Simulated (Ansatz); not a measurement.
The Zn1–H2 bond of HIZn (SMILES [ZnH][I]) is stretched (multiplicity 1, the rest rigid).
Geometry at rest (charge 0, multiplicity 1):
```xyz
3

Zn     0.000     0.000    -1.525
H      0.000     0.000    -3.056
I      0.000     0.000     0.921
```

Cores are frozen in the correlated methods. Filled d and f shells under p-block atoms count as core.

Programs: Ansatz (a first-principles code) with Gaussian orbitals.  In def2 rows elements past Kr take small-core potentials, without spin–orbit coupling.

Energies above the point at 1.531 Å (the B3LYP-D3(BJ) bond length), FIC-MRCISD+Q on CASSCF(2,2)/def2-TZVPP (kcal/mol): 4.18 at 1.378 Å; 3.38 at 1.684 Å; 77.98 at 4.898 Å.

### Question
Take the last value as the depth D of a Morse curve D(1 − e^(−a(R − R₀)))², fit a and R₀ to the two near points, and test it at 2.067 and 2.679 Å.

### Answer

With D = 78.0, both near points (counted from the curve's value at 1.531 Å) are met by a = 1.45 Å⁻¹ and R₀ = 1.522 Å, so k = 2Da² = 326 kcal/(mol Å²). The curve then gives 23.2 and 51.4 kcal/mol; the level itself gives 23.5 and 55.1, so Morse is off by -0.4 and -3.6.
